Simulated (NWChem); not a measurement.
Species: C3HCl2F; SMILES FC=C=C(Cl)Cl

Results from NWChem. Pople sets run with spherical d functions. The geometry was optimised at PBE0/def2-SVP. Total energies compare along this basis series because the functional is fixed.

```
level           basis functions  energy (Ha)  highest occupied level (eV)  orbital gap (eV)  dipole (D)
--------------  ---------------  -----------  ---------------------------  ----------------  ----------
B3LYP/STO-3G                 39   -1122.1471                        -5.64              6.96        2.37
B3LYP/3-21G                  64   -1129.4711                        -7.60              6.53        1.62
B3LYP/6-31G*                 94   -1135.0511                        -7.44              6.43        1.40
B3LYP/6-311G**              130   -1135.1794                        -7.69              6.35        1.43
```
